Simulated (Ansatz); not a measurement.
Relaxation of C$_{2}$H$_{7}$As (10 atoms, charge 0, multiplicity 1), to a largest force component of 0.02 eV/Å in at most 50 steps.

The calculation used Ansatz 0.2.0, RKS B3LYP/def2-mTZVP.

```xyz
10
Properties=species:S:1:pos:R:3:forces:R:3
C -0.960 0.671 -0.751 -1.23 2.84 -2.60
As 0.495 -0.537 -0.996 1.25 1.03 5.63
C 0.631 -0.875 0.926 0.98 -0.81 0.43
H -1.832 0.166 -0.434 -0.82 -0.71 0.42
H -1.222 1.205 -1.748 0.31 -0.76 1.54
H -0.752 1.503 -0.009 0.42 -1.35 -0.76
H 1.585 0.617 -0.957 0.12 -0.65 -2.23
H 0.288 -1.991 -1.388 0.34 0.73 -0.96
H 1.590 -1.447 1.171 -1.25 0.28 -0.47
H 0.726 0.083 1.518 -0.11 -0.60 -1.01
```

**Question.** Where does it end, and by what steps?

**Answer.** It converged. After 9 steps the energy has fallen by 2.630 eV; H7 moved furthest, 0.57 Å.

```tsv
step	energy less start (eV)	largest force component (eV/Å)	accepted
0	0.0000	5.634	yes
1	-1.5663	2.843	yes
2	-2.2450	1.175	yes
3	-2.5363	0.504	yes
4	-2.6107	0.281	yes
5	-2.5963	0.573	no
6	-2.6289	0.103	yes
7	-2.6296	0.046	yes
8	-2.6296	0.038	no
9	-2.6298	0.008	yes
```

```xyz
10
Properties=species:S:1:pos:R:3
C -1.041 0.733 -0.805
As 0.563 -0.352 -0.587
C 0.744 -0.922 1.137
H -1.901 0.165 -0.461
H -1.164 1.022 -1.848
H -0.939 1.629 -0.194
H 1.528 0.472 -1.505
H 0.389 -1.548 -1.489
H 1.495 -1.701 1.243
H 0.876 -0.103 1.841
```

The run took 40 s on 2 threads of Intel(R) Xeon(R) Platinum 8259CL CPU @ 2.50GHz (Skylake/Cascade Lake), with other jobs on the host, peak memory 0.23 GiB.
